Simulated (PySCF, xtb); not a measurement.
In(F)(Br)(Me) (CH₃BrFIn), SMILES [CH3][In]([F])[Br].

xtb with GFN2-xTB at its own geometry gives an orbital gap of 2.92 eV and a dipole moment of 6.31 D.

Coordinates come from a PBE0-D3(BJ)/def2-SVP optimisation. The def2 effective core potentials stand for the cores of In; spin–orbit coupling is left out.

### Question
What does PBE/def2-TZVP (PySCF) give? (The exact figures need the calculation; the answer reports its results.)

### Answer
gap 4.32 eV (levels -7.01 and -2.69 eV), dipole 3.83 D.
